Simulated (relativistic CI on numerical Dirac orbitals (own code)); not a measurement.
K XVII: sensitivity of the levels to the model

Base calculation: Dirac-Coulomb-Breit CI, KLI orbitals optimised for each configuration, QED by a radiative potential, unscaled Slater integrals.

Configurations in the expansion (outside the closed core 1s2): 2s, 2p, 3s, 3p, 3d, 4s, 4p, 4d, 4f, 5s, 5p, 5d, 5f, 5g, 6s, 6p, 6d. Levels of other configurations are missing.

Variants: (1) QED terms removed. Shifts of the energy above 2s 2S_1/2, in eV, for the lowest level and the first level of each name with at least 55 % of one term (blank where a level changes its place among those of its configuration and J or its character, or is not in the variant):

```
     Level     Base    Δ(1)
 2s 2S_1/2    0.000   0.000
2p 2P°_1/2   34.048  +0.167
2p 2P°_3/2   38.069  +0.156
 3s 2S_1/2  582.677  +0.111
3p 2P°_1/2  592.105  +0.160
3p 2P°_3/2  593.289  +0.157
 3d 2D_3/2  596.770  +0.156
 3d 2D_5/2  597.144  +0.156
 4s 2S_1/2  782.411  +0.137
4p 2P°_1/2  786.290  +0.157
4p 2P°_3/2  786.789  +0.156
 4d 2D_3/2  788.233  +0.156
 4d 2D_5/2  788.391  +0.156
4f 2F°_5/2  788.462  +0.156
```

At this charge energies of transitions that change n are usually good to better than 1 %, and those within a shell (Δn = 0) to a few per cent.

Ionisation energy from the two ground configurations alone: base 1034.35 eV. The NIST ASD value (theoretical) is 1034.54 eV.
